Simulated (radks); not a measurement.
Valence configurations of Mo II (all share [Kr]). All-electron calculation, Dirac Kohn-Sham, PBE, spin-unpolarised, spherical densities, finite nucleus; open shells are shared between the two j in proportion to 2j + 1; Fermi nuclear charge, rms radius 4.4091 fm. Program: a radial shooting solver on a logarithmic mesh with Libxc functionals. Energies are relative to 4d5; eigenvalues in eV.

valence          E (eV)  e(4d3/2)  e(4d5/2)  e(5p1/2)  e(5p3/2)  e(5s1/2)
4d5               0.000   -10.544   -10.329         -         -         -
4d4 5s1           1.173   -12.908   -12.671         -         -   -10.973
4d3 5s1 5p1       8.348   -16.618   -16.352    -8.289    -8.040   -12.867
4d3 5p2          13.136   -17.648   -17.377    -8.843    -8.585         -
4d4 5p1           5.484   -14.011   -13.768    -7.479    -7.266         -
4d4.5 5p0.5       2.486   -12.248   -12.019    -6.767    -6.575         -
4d2.5 5s2 5p0.5   7.879   -17.469   -17.193    -8.413    -8.150   -13.129
4d2.5 5s1.5 5p1  10.337   -17.995   -17.717    -8.696    -8.428   -13.457
4d3.5 5p1.5       9.024   -15.814   -15.558    -8.174    -7.939         -
4d1.5 5s1.5 5p2  20.916   -21.856   -21.549   -10.014    -9.696   -15.228

NIST lists [Kr] 4d5 as the ground configuration; this level of theory agrees among the configurations tried. The energies are those of spherical spin-averaged densities, not of single terms.
